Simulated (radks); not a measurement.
The numbers below are computed, except where a source is named.
Task: These are the eigenvalues of the occupied orbitals of an atom or ion with whole-number occupations (eV). Code: a radial shooting solver on a logarithmic mesh with Libxc functionals. Model: scalar-relativistic Kohn-Sham, r2SCAN, spin-polarised, spherical densities, finite nucleus; meta-GGA in the generalised Kohn-Sham scheme; Fermi nuclear charge, rms radius of each element as measured or else 0.836 A^(1/3) + 0.57 fm.

1s up: -9563.910
1s down: -9563.863
2s down: -1178.676
2s up: -1178.637
2p down: -1021.067
2p up: -1021.051
3s down: -143.0928
3s up: -143.0824
3p up: -95.6511
3p down: -95.6430
3d up: -20.0802
3d down: -19.8667
4s up: -14.8721

Which element is it, and in what charge state? The configuration may be excited. Open shells, if any, are filled with parallel spins first.

Result: Z = 30, zinc, charge +1: Zn+ in [Ar] 3d10 4s1. The list shows which subshells hold electrons but not how many an open one holds; the 1s level, -351.47 hartree, gives Z - s = 26.5 by -(Z - s)^2/2, which with screening and relativity narrows Z to a few neighbours, and the depths of the outer levels then fix element, charge and occupations together.
